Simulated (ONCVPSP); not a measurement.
# Cl: excitation energies, all-electron against ONCV

* Element: chlorine
* Generator: ONCVPSP 4.0.1
* Type: optimised norm-conserving Vanderbilt (ONCV)
* Functional: PBE
* Relativity: fully relativistic
* Frozen core: [Ne]
* Valence charge: 7
* Reference configuration: 3s1.5 3p5.5
* Partial waves: 3s: rc 1.05 bohr, ncon 3, nbas 6, qcut 5.7 1/bohr, 2 projectors, debl 2.1 Ha; 3p: rc 1.05 bohr, ncon 4, nbas 8, qcut 6.3 1/bohr, local
* Local potential: the p channel
* Core correction: Teter function fitted to the true core (icmod 2), fcfact 0.3

Open shells are filled in proportion to 2j + 1.

Energies are relative to the spin-unpolarised reference configuration 3s1.5 3p5.5; without spin polarisation the order of configurations can differ from experiment. The p channel is local and has no spin–orbit splitting in the pseudo-atom.

| valence configuration | charge | ΔE all-electron (eV) | error AE − PS (meV) |
| --- | --- | --- | --- |
| 3s2 3p4 | +1 | 7.813 | +5.2 |
| 3s2 3p1 | +4 | 123.811 | +173 |

What are ΔE and the potential's error for 3s2 3p5?

ΔE = -6.062 eV all-electron; the error (AE − PS) is +1.9 meV.

What are ΔE and the potential's error for 3s2 3p3?

ΔE = 33.260 eV all-electron; the error (AE − PS) is +24 meV.

Levels in the configuration 3s2 3p5:

| level | all-electron (eV) | pseudo (eV) |
| --- | --- | --- |
| 3s j=1/2 | -20.691 | -20.695 |
| 3p j=3/2 | -8.553 | -8.595 |
| 3p j=1/2 | -8.677 | -8.595 |
